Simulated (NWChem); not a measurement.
System: SiNH4 anion

Input file for NWChem:

```
start job
memory heap 200 mb stack 900 mb global 1100 mb
charge -1
geometry units angstroms
  N      1.039446    -0.401463    -0.268390
  Si    -0.464498     0.159580     0.103173
  H      1.813803     0.078311     0.190244
  H     -0.985877     0.108973     1.542423
  H     -1.464443    -0.656515    -0.655395
  H     -0.865119     1.601547    -0.222517
end
basis spherical
  * library def2-svpd
end
dft
  xc b3lyp
  iterations 150
end
driver
  maxiter 120
end
task dft optimize
task dft freq
```

Output (shortened):

```
             Northwest Computational Chemistry Package (NWChem) 7.3.0
             --------------------------------------------------------

 CS  symmetry detected

                             Geometry "geometry" -> ""
                             -------------------------

 Output coordinates in angstroms (scale by  1.889725989 to convert to a.u.)

  No.       Tag          Charge          X              Y              Z
 ---- ---------------- ---------- -------------- -------------- --------------
    1 N                    7.0000    -0.08089524     1.18161126     0.00000000
    2 Si                  14.0000    -0.01005586    -0.46449251     0.00000000
    3 H                    1.0000     0.81940631     1.66079193     0.00000000
    4 H                    1.0000     0.64994975    -1.22006397    -1.15729996
    5 H                    1.0000    -1.41225712    -0.98904764     0.00000000
    6 H                    1.0000     0.64994975    -1.22006397     1.15729996

 Effective nuclear repulsion energy (a.u.)      58.2790695104

      Symmetry information
      --------------------

 Group name             Cs
 Group number              2
 Group order               2
 No. of unique centers     5

                                Z-matrix (autoz)
                                --------

 Units are Angstrom for bonds and degrees for angles

      Type          Name      I     J     K     L     M      Value
      ----------- --------  ----- ----- ----- ----- ----- ----------
    1 Stretch                  1     2                       1.64763
    2 Stretch                  1     3                       1.01988
    3 Stretch                  2     4                       1.53161
    4 Stretch                  2     5                       1.49711
    5 Stretch                  2     6                       1.53161
    6 Bend                     1     2     4               120.75637
    7 Bend                     1     2     5               108.04634
    8 Bend                     1     2     6               120.75637
    9 Bend                     2     1     3               115.55972
   10 Bend                     4     2     5               103.34162
   11 Bend                     4     2     6                98.15714
   12 Bend                     5     2     6               103.34162
   13 Torsion                  3     1     2     4         -61.55558
   14 Torsion                  3     1     2     5         180.00000
   15 Torsion                  3     1     2     6          61.55558

                           NWChem Geometry Optimization
                           ----------------------------

 maximum gradient threshold         (gmax) =   0.000450
 rms gradient threshold             (grms) =   0.000300
 maximum cartesian step threshold   (xmax) =   0.001800
 rms cartesian step threshold       (xrms) =   0.001200
 fixed trust radius                (trust) =   0.300000
 source of zmatrix                         =   autoz

          -------------------
          Energy Minimization
          -------------------

 Using diagonal initial Hessian
 Scaling for Hessian diagonals: bonds = 1.00  angles = 0.25  torsions = 0.10

          --------
          Step   0

                                 NWChem DFT Module
                                 -----------------

 Summary of "ao basis" -> "ao basis" (spherical)
 ------------------------------------------------------------------------------
       Tag                 Description            Shells   Functions and Types
 ---------------- ------------------------------  ------  ---------------------
 N                         def2-svpd                 8       20   4s2p2d
 Si                        def2-svpd                10       24   5s3p2d
 H                         def2-svpd                 4        8   2s2p

      Symmetry analysis of basis
      --------------------------

        a'         51
        a"         25

            General Information
            -------------------
          SCF calculation type: DFT
          Wavefunction type:  closed shell.
          No. of atoms     :     6
          No. of electrons :    26
           Alpha electrons :    13
            Beta electrons :    13
          Charge           :    -1
          Spin multiplicity:     1
          Use of symmetry is: on ; symmetry adaption is: on
          Maximum number of iterations: 150
          AO basis - number of functions:    76
                     number of shells:    34
          Convergence on energy requested:  1.00D-06
          Convergence on density requested:  1.00D-05
          Convergence on gradient requested:  5.00D-04

              XC Information
              --------------
                         B3LYP Method XC Potential
                     Hartree-Fock (Exact) Exchange  0.200
                        Slater Exchange Functional  0.800 local
                    Becke 1988 Exchange Functional  0.720 non-local
              Lee-Yang-Parr Correlation Functional  0.810
                  VWN I RPA Correlation Functional  0.190 local

             Grid Information
             ----------------
          Grid used for XC integration:  medium
          Radial quadrature: Mura-Knowles
          Angular quadrature: Lebedev.
          Tag              B.-S. Rad. Rad. Pts. Rad. Cut. Ang. Pts.
          ---              ---------- --------- --------- ---------
          N                   0.65       49           9.0       434
          Si                  1.10       88           8.0       590
          H                   0.35       45          10.0       434
          Grid pruning is: on
          Number of quadrature shells:   272
          Spatial weights used:  Erf1

      Superposition of Atomic Density Guess
      -------------------------------------

 Sum of atomic energies:        -344.98051916

 Renormalizing density from      25.00 to     26

      Non-variational initial energy
      ------------------------------

 Total energy =    -353.864145
 1-e energy   =    -615.220016
 2-e energy   =     203.076801
 HOMO         =       0.048037
 LUMO         =       0.253680

      Symmetry analysis of molecular orbitals - initial
      -------------------------------------------------

  Numbering of irreducible representations:

     1 a'          2 a"

  Orbital symmetries:

     1 a'          2 a'          3 a'          4 a'          5 a'
     6 a"          7 a'          8 a'          9 a'         10 a"
    11 a'         12 a'         13 a"         14 a'         15 a'
    16 a'         17 a'         18 a"         19 a'         20 a"
    21 a'         22 a"         23 a'

   convergence    iter        energy       DeltaE   RMS-Dens  Diis-err
 ---------------- ----- ----------------- --------- --------- ---------
 d= 0,ls=0.0,diis     1   -346.4267024239 -4.05D+02  2.56D-02  8.96D-01
 d= 0,ls=0.0,diis     2   -346.4694791322 -4.28D-02  1.21D-02  4.81D-01
 d= 0,ls=0.0,diis     3   -346.5406965047 -7.12D-02  5.24D-03  4.49D-02
 d= 0,ls=0.0,diis     4   -346.5442997440 -3.60D-03  2.08D-03  1.67D-02
 d= 0,ls=0.0,diis     5   -346.5463590760 -2.06D-03  1.97D-04  7.12D-05
  Resetting Diis
 d= 0,ls=0.0,diis     6   -346.5463689047 -9.83D-06  5.39D-05  2.77D-06
 d= 0,ls=0.0,diis     7   -346.5463693612 -4.56D-07  1.21D-05  7.99D-08
 d= 0,ls=0.0,diis     8   -346.5463693708 -9.60D-09  5.23D-06  5.78D-08

         Total DFT energy =     -346.546369370773
      One electron energy =     -599.513096476264
           Coulomb energy =      224.216991102633
    Exchange-Corr. energy =      -29.529333507556
 Nuclear repulsion energy =       58.279069510415

 Numeric. integr. density =       26.000000055915

                  Occupations of the irreducible representations
                  ----------------------------------------------

                     irrep           alpha         beta
                     --------     --------     --------
                     a'               10.0         10.0
                     a"                3.0          3.0

                       DFT Final Molecular Orbital Analysis
                       ------------------------------------

[...]

      ----------------------
      Optimization converged
      ----------------------

  Step       Energy      Delta E   Gmax     Grms     Xrms     Xmax
  ---- ---------------- -------- -------- -------- -------- --------
@    6    -346.54736751 -2.5D-08  0.00004  0.00001  0.00021  0.00059
                                     ok       ok       ok       ok

                                Z-matrix (autoz)
                                --------

 Units are Angstrom for bonds and degrees for angles

      Type          Name      I     J     K     L     M      Value     Gradient
      ----------- --------  ----- ----- ----- ----- ----- ---------- ----------
    1 Stretch                  1     2                       1.67477   -0.00004
    2 Stretch                  1     3                       1.02085    0.00000
    3 Stretch                  2     4                       1.54351   -0.00001
    4 Stretch                  2     5                       1.51693    0.00001
    5 Stretch                  2     6                       1.54351   -0.00001
    6 Bend                     1     2     4               120.62429   -0.00000
    7 Bend                     1     2     5               110.62835    0.00001
    8 Bend                     1     2     6               120.62429   -0.00000
    9 Bend                     2     1     3               115.84468    0.00001
   10 Bend                     4     2     5               101.60010   -0.00000
   11 Bend                     4     2     6                98.64649   -0.00000
   12 Bend                     5     2     6               101.60010   -0.00000
   13 Torsion                  3     1     2     4         -61.80199    0.00000
   14 Torsion                  3     1     2     5         180.00000    0.00000
   15 Torsion                  3     1     2     6          61.80199   -0.00000

                         Geometry "geometry" -> "geometry"
                         ---------------------------------

 Output coordinates in angstroms (scale by  1.889725989 to convert to a.u.)

  No.       Tag          Charge          X              Y              Z
 ---- ---------------- ---------- -------------- -------------- --------------
    1 N                    7.0000    -0.06687166     1.21364364     0.00000000
    2 Si                  14.0000    -0.01411065    -0.46029808     0.00000000
    3 H                    1.0000     0.83739702     1.68738883     0.00000000
    4 H                    1.0000     0.63796400    -1.22640956    -1.17059635
    5 H                    1.0000    -1.41624512    -1.03918017     0.00000000
    6 H                    1.0000     0.63796400    -1.22640956     1.17059635

 Effective nuclear repulsion energy (a.u.)      57.5015693115

      Symmetry information
      --------------------

 Group name             Cs
 Group number              2
 Group order               2
 No. of unique centers     5

                Final and change from initial internal coordinates
                --------------------------------------------------

                                Z-matrix (autoz)
                                --------

 Units are Angstrom for bonds and degrees for angles

      Type          Name      I     J     K     L     M      Value       Change
      ----------- --------  ----- ----- ----- ----- ----- ---------- ----------
    1 Stretch                  1     2                       1.67477    0.02715
    2 Stretch                  1     3                       1.02085    0.00097
    3 Stretch                  2     4                       1.54351    0.01190
    4 Stretch                  2     5                       1.51693    0.01983
    5 Stretch                  2     6                       1.54351    0.01190
    6 Bend                     1     2     4               120.62429   -0.13208
    7 Bend                     1     2     5               110.62835    2.58201
    8 Bend                     1     2     6               120.62429   -0.13208
    9 Bend                     2     1     3               115.84468    0.28495
   10 Bend                     4     2     5               101.60010   -1.74152
   11 Bend                     4     2     6                98.64649    0.48934
   12 Bend                     5     2     6               101.60010   -1.74152
   13 Torsion                  3     1     2     4         -61.80199   -0.24641
   14 Torsion                  3     1     2     5         180.00000    0.00000
   15 Torsion                  3     1     2     6          61.80199    0.24641

[...]

 Rotational Constants
 --------------------
 A=   2.648670 cm-1  (  3.810759 K)
 B=   0.465742 cm-1  (  0.670083 K)
 C=   0.455171 cm-1  (  0.654876 K)

 Temperature                      =   298.15K
 frequency scaling parameter      =   1.0000

 Zero-Point correction to Energy  =   22.338 kcal/mol  (  0.035598 au)
 Thermal correction to Energy     =   24.721 kcal/mol  (  0.039396 au)
 Thermal correction to Enthalpy   =   25.314 kcal/mol  (  0.040340 au)

 Total Entropy                    =   60.912 cal/mol-K
   - Translational                =   37.387 cal/mol-K (mol. weight =  46.0113)
   - Rotational                   =   20.582 cal/mol-K (symmetry #  =        1)
   - Vibrational                  =    2.944 cal/mol-K

 Cv (constant volume heat capacity) =   11.871 cal/mol-K
   - Translational                  =    2.979 cal/mol-K
   - Rotational                     =    2.979 cal/mol-K
   - Vibrational                    =    5.912 cal/mol-K

[normal modes left out]

 ----------------------------------------------------------------------------
 Normal Eigenvalue ||           Projected Infra Red Intensities
  Mode   [cm**-1]  || [atomic units] [(debye/angs)**2] [(KM/mol)] [arbitrary]
 ------ ---------- || -------------- ----------------- ---------- -----------
    1       -0.000 ||    0.021738           0.502        21.191       1.763
    2       -0.000 ||    0.010897           0.251        10.622       0.883
    3        0.000 ||    0.008554           0.197         8.338       0.694
    4        0.000 ||    0.015545           0.359        15.154       1.260
    5        0.000 ||    0.005359           0.124         5.224       0.434
    6        0.000 ||    0.013154           0.303        12.823       1.067
    7      273.657 ||    0.065649           1.515        63.998       5.323
    8      639.418 ||    0.076931           1.775        74.996       6.238
    9      669.310 ||    0.050310           1.161        49.044       4.079
   10      803.621 ||    0.098469           2.272        95.992       7.984
   11      938.380 ||    0.083323           1.922        81.227       6.756
   12      938.902 ||    0.002681           0.062         2.614       0.217
   13      967.605 ||    0.096780           2.233        94.346       7.847
   14     1023.859 ||    0.346540           7.995       337.825      28.098
   15     1868.653 ||    0.541041          12.482       527.433      43.868
   16     1933.756 ||    0.483456          11.154       471.297      39.199
   17     2067.028 ||    0.277787           6.409       270.800      22.523
   18     3508.864 ||    0.021805           0.503        21.257       1.768
 ----------------------------------------------------------------------------
```

Level: B3LYP/def2-SVPD. The highest occupied level is positive, so the extra electron may be held by the finite basis.
